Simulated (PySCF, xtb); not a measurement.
Be(Cl)(SeH) (BeClHSe), SMILES [Cl][Be][SeH]. Other conformers were not sampled.

Harmonic wavenumbers (cm⁻¹) from GFN2-xTB (xtb) at its own minimum, in rising order: 166, 202, 294, 426, 974, 2128.

### Question
What does PBE-D3(BJ)/def2-TZVP in PySCF give at its own minimum? (An estimate is asked for; the answer gives what the named calculation found.)

### Answer
184, 217, 289, 551, 1014, 2340. Paired by order, the mean absolute difference is 69 cm⁻¹ and the zero-point energies are 6.0 and 6.6 kcal/mol.
